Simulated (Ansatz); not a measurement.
The same path of Cl3FTi + H2 (7 atoms, charge 0, multiplicity 1) was run twice with different band settings. Lost on the way: H6–H7. Made: Ti1–H6, F2–H7.

The calculation used Ansatz, RKS PBE0-D4/def2-SVP.

Relaxed end points:

```xyz
7
Properties=species:S:1:pos:R:3
Ti 0.370 0.000 -0.165
F 0.377 0.000 1.553
Cl 2.410 0.000 -0.867
Cl -0.639 1.768 -0.886
Cl -0.639 -1.768 -0.886
H -2.858 0.000 1.389
H -2.316 0.000 1.923
```

```xyz
7
Properties=species:S:1:pos:R:3
Ti -0.346 0.000 -0.177
F -0.079 0.000 2.049
Cl 1.842 0.000 -0.035
Cl -0.931 1.759 -1.255
Cl -0.931 -1.759 -1.255
H -1.807 0.000 0.782
H -1.043 0.000 1.952
```

Common settings: climbing image yes; spring 5.0 eV/Å²; optimiser quadratic models (default); start path through a guess of the saddle point; force threshold 0.05 eV/Å; iteration limit 60; end points relaxed.

| run | movable images |
| --- | --- |
| 1 | 5 |
| 2 | 1 |

What does each run give, and how far can it be trusted?

Run 1: converged after 11 iterations, highest image 1.892 eV above the first end. A vibrational analysis at the climbing image gives 2 clearly imaginary modes (141i, 67i cm⁻¹): a point of higher order. A lower path may pass nearby, or the ends, which weren't checked, may share the extra mode.
Run 2: converged after 18 iterations, highest image 1.892 eV above the first end. Neighbouring images differ by up to 1.9 eV, so the band resolves the path poorly. Another band between the same ends (5 images) ends at a top of the same energy, where a vibrational analysis finds 2 clearly imaginary modes. So few images can step over the top or miss a turn of the path.
The orbitals stay closed-shell, which can raise the energy where a bond breaks towards radicals; this wasn't checked here.
